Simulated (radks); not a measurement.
Values are calculated unless marked as measured or tabulated.
All-electron atom: the tantalum ion Ta2+ in [Kr] 4d10 4f14 5s2 5p4 5d3 5f2 (not the ground configuration).

Level of theory: Dirac Kohn-Sham, LDA (Slater exchange, Perdew-Wang correlation), spin-unpolarised, spherical densities, point nucleus; open shells fill j = l - 1/2 first (a radial shooting solver on a logarithmic mesh with Libxc functionals).

Energy parts (eV):
total: -424819.30
kinetic: 476889.66
electron-nucleus: -1057593.22
Hartree: 164231.00
exchange-correlation: -8346.74

Orbitals (lengths in bohr, moments of r in powers of bohr; <r^-3> diverges for s and p1/2; r(max) is where P^2 peaks):
| orbital | occ. | eigenvalue (eV) | <1/r> | r(max) | <r^2> | <r^-3> |
|---|---|---|---|---|---|---|
| 1s1/2 | 2 | -67257.82 | 85.41 | 0.01168 | 0.0004791 | - |
| 2s1/2 | 2 | -11577.56 | 20.74 | 0.06709 | 0.007323 | - |
| 2p1/2 | 2 | -11069.18 | 20.71 | 0.04993 | 0.005236 | - |
| 2p3/2 | 4 | -9800.164 | 17.49 | 0.05667 | 0.006439 | 15560 |
| 3s1/2 | 2 | -2677.520 | 7.607 | 0.1890 | 0.04793 | - |
| 3p1/2 | 2 | -2451.213 | 7.525 | 0.1771 | 0.04402 | - |
| 3p3/2 | 4 | -2178.077 | 6.695 | 0.1910 | 0.05066 | 3498 |
| 3d3/2 | 4 | -1794.879 | 6.590 | 0.1496 | 0.03934 | 604.0 |
| 3d5/2 | 6 | -1735.334 | 6.393 | 0.1534 | 0.04117 | 516.1 |
| 4s1/2 | 2 | -572.2506 | 3.196 | 0.4294 | 0.2381 | - |
| 4p1/2 | 2 | -479.0006 | 3.087 | 0.4294 | 0.2460 | - |
| 4p3/2 | 4 | -415.9135 | 2.795 | 0.4590 | 0.2823 | 807.5 |
| 4d3/2 | 4 | -262.4384 | 2.579 | 0.4564 | 0.3097 | 121.6 |
| 4d5/2 | 6 | -250.8473 | 2.509 | 0.4658 | 0.3235 | 101.7 |
| 5s1/2 | 2 | -105.3852 | 1.245 | 0.9827 | 1.316 | - |
| 5p1/2 | 2 | -77.5467 | 1.124 | 1.053 | 1.585 | - |
| 5p3/2 | 2 | -68.0101 | 1.027 | 1.133 | 1.842 | 120.9 |
| 4f5/2 | 6 | -59.6538 | 2.033 | 0.4378 | 0.4907 | 17.98 |
| 4f7/2 | 8 | -57.6457 | 2.003 | 0.4429 | 0.5067 | 17.14 |
| 5d3/2 | 3 | -30.9999 | 0.7589 | 1.416 | 3.312 | 10.70 |
| 5d5/2 | 0 | -29.9998 | 0.7394 | 1.450 | 3.471 | 8.873 |
| 6s1/2 | 0 | -25.9557 | 0.4995 | 2.353 | 7.451 | - |
| 6p1/2 | 0 | -19.3456 | 0.4282 | 2.707 | 10.07 | - |
| 6p3/2 | 0 | -17.8511 | 0.3994 | 2.903 | 11.45 | 19.28 |
| 6d3/2 | 0 | -9.9885 | 0.2825 | 4.182 | 23.17 | 1.670 |
| 6d5/2 | 0 | -9.8303 | 0.2785 | 4.254 | 23.85 | 1.422 |
| 5f5/2 | 2 | -7.5842 | 0.2775 | 3.775 | 22.18 | 0.2146 |
| 5f7/2 | 0 | -7.5619 | 0.2763 | 3.796 | 22.36 | 0.2125 |
| 6f5/2 | 0 | -3.8401 | 0.1596 | 8.774 | 86.84 | 0.1148 |
| 6f7/2 | 0 | -3.8279 | 0.1590 | 8.803 | 87.41 | 0.1134 |

The highest occupied level is 5f5/2 at -7.584 eV. The configuration is held as typed, so some empty levels lie below it. The density falls to 0.001 e/bohr^3 at r = 5.28 bohr. Summed over all electrons, <r^2> = 76.90 bohr^2, which gives a Langevin (diamagnetic) susceptibility term of -60.9 x 10^-6 cm^3/mol.
